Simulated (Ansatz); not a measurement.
C2H5AlFN (`C=C(F)[NH][AlH2]`). Total charge 0; spin multiplicity 1.

```xyz
10

C     0.6179   -1.8202    0.6392
C    -0.0177   -0.6662    0.4621
F    -1.0674   -0.3637    1.2422
N     0.2212    0.3389   -0.4333
Al   -0.6382    1.9005   -0.6741
H     1.4645   -2.0805    0.0211
H     0.2891   -2.5053    1.4054
H     1.0095    0.1254   -1.0275
H    -0.0039    2.7579   -1.8407
H    -1.8750    2.3134    0.2055
```

Give the diagnostics of a CCSD(T)/def2-TZVPP run (frozen core, Ansatz). (Best estimate.)

Computed: T1 = 0.0126, largest single amplitude 0.025, largest double 0.067, (T) share of the correlation energy 3.7 %, 10 CCSD cycles. The RHF solution is stable towards an unrestricted one. T1 lies under the customary mark of 0.02 for closed shells.
